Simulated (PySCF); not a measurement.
**How the method changes the constants of CsBe⁻**

State: ¹Σ⁺ (singlet), closed shell. Set-up: basis Cs def2-SVPD with ECP46, Be def2-SVPD; scalar-relativistic core potentials; PySCF 2.14. De refers to Cs⁻ + Be in their ground configurations, without counterpoise correction. A positive dipole points towards Be; it is taken about the centre of mass and depends on that origin. Levels whose curve was spin-contaminated or gave no clean fit are not listed.

```tsv
Level	Re (Å)	ωe (cm⁻¹)	De (eV)	μ (D)
PBE	4.139	95.8	0.418	-1.56
TPSS	4.164	95.9	0.373	-0.76
r²SCAN	4.189	94.7	0.367	-1.23
r²SCANh	4.213	91.2	0.327	-1.28
PBE0	4.217	86.7	0.290	-1.21
BHandHLYP	4.500	62.6	0.144	-0.86
```

Q: What does the step from GGA to meta-GGA do here, going from PBE to r²SCAN?

A: r²SCAN less PBE: +5.0 pm in Re, -1.1 % in ωe, -0.05 eV in De. 

Closed-shell solutions of metal pairs were not tested for spin polarisation, which can lower them a little. The bond is weak. Basis-set superposition, not corrected here, can be much of De in a small basis, most of all at correlated wavefunction levels. Spin–orbit coupling is left out. For an ion De counts to the pair picked by the measured ionisation energies or electron affinities, which need not be the lowest pair at this level. The highest Kohn–Sham level is positive in this anion. Much of that is self-interaction error, but it also means that the finite basis helps to hold the extra electron.
